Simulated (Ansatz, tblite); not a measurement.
Isomers of Ge2O2⁺ (doublet), found by a short tight-binding search and relaxed with PBE-D4/def2-SVP in Ansatz.

The xTB rows come from tblite. Correlated methods freeze 20 core orbitals; core or outer-core shells of Ge are correlated, in sets that lack core-valence functions. In CCSD on the charge 1 doublet the largest single amplitude is 0.35, so its Hartree–Fock determinant may place the open shell otherwise than the density functionals do.

Run but left out: HF/def2-SVP, HF/def2-TZVP, MP2/def2-SVP (B: a determinant that CCSD turns far, T1 0.054).

B: At CCSD(T)/def2-SVP T1 of the charge 1 doublet is large (up to 0.054), so the single-reference result is doubtful.

Other spin states were run for one of them alone.

A:

```xyz
4

Ge    1.321   -0.652   -0.489
Ge   -1.321    0.651    0.490
O     0.556    0.887    0.321
O    -0.556   -0.887   -0.322
```

B:

Cartesian coordinates in Å:
```
Ge -1.5425 -1.3512 1.2190
Ge 0.5904 1.1537 -0.3182
O -0.5789 -0.1194 0.5504
O 1.5310 0.3168 -1.4511
```

Q: Estimate which lies lowest at each level, and how far above it the others are (kJ/mol).

A: 
```csv
level,A,B
GFN1-xTB,52.7,0.0
GFN2-xTB,0.0,8.0
PBE-D4/def2-TZVP,0.0,62.9
r2SCAN-D4/def2-TZVP,0.0,64.3
PBE0-D4/def2-TZVP,0.0,66.0
ωB97M-V/def2-TZVP,0.0,64.7
CCSD/def2-SVP,0.0,44.0
CCSD(T)/def2-SVP,0.0,47.9
```
Point groups (tolerance 0.1 Å): A D2h, B Cs. Lower isomers may exist.
